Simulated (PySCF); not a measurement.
C2H8O2Si2. Atoms are numbered in the order given.

```xyz
14

C      1.6589     0.1981    -1.8699
C      1.1888     1.0023    -0.9025
Si     0.6421     0.3378     0.7700
O      1.3057    -1.1866     1.0069
Si    -1.6780     0.0346     0.5564
O     -1.9123    -0.6052    -0.9772
H      1.7933    -0.8763    -1.6970
H      1.9418     0.5702    -2.8612
H      1.0713     2.0723    -1.1249
H      1.0581     1.3010     1.8379
H      2.2697    -1.2333     1.0346
H     -2.3642     1.3563     0.7201
H     -2.2647    -0.9158     1.5394
H     -1.2359    -0.3570    -1.6214
```
Charge 0, spin multiplicity 1.

Geometry optimised at B3LYP-D3(BJ)/def2-SVP. The structure was generated by enumeration; whether it is a known compound was not checked. Other conformers were not sampled.

Method: PBE/pcSseg-1 (PySCF).

GIAO shieldings, no solvent; atoms listed in one row are averaged. δ = σ(ref) − σ: ¹³C against TMS (σ = 182.0 ppm); ²⁹Si against TMS (σ = 335.4 ppm); ¹⁷O against H2O (σ = 334.3 ppm); ¹H against TMS (σ = 31.49 ppm), references at their B3LYP-D3(BJ)/def2-TZVP geometries, non-relativistic.

Computed chemical shifts:
```csv
nucleus,atoms,count,δ (ppm)
¹³C,C2,1,148.2
¹³C,C1,1,143.8
²⁹Si,Si3,1,-7.7
²⁹Si,Si5,1,-30.3
¹⁷O,O4,1,15.2
¹⁷O,O6,1,-1.1
¹H,H8,1,6.86
¹H,H9,1,6.75
¹H,H7,1,6.59
¹H,H10,1,5.98
¹H,H13,1,5.66
¹H,H12,1,5.51
¹H,H14,1,0.76
¹H,H11,1,0.75
```
